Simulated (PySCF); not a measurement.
**How methods differ on the excitation energy of Sc**

Sc [Ar] 3d1 4s2 (2D) → Sc [Ar] 3d2 4s1 (4F), as a difference of total energies. Calculation: PySCF 2.14, in ANO-RCC-VTZP; the spin-free X2C one-electron Hamiltonian (Gaussian nucleus). Correlated levels: valence: [Ar] frozen. The calculations carry no spin-orbit coupling.

Question: Order these methods by the excitation energy they give, lowest first.
A. SCS-MP2 (valence)
B. UHF
C. CCSD(T) (valence)
D. CCSD (valence)

Answer: B (8977.5 cm⁻¹), D (13839 cm⁻¹), C (14018 cm⁻¹), A (14720 cm⁻¹).

Errors of the correlated levels include the incompleteness of this basis and the frozen core.

For comparison: 11509 cm⁻¹ (measured; NIST levels, between the centres of gravity of the two terms).
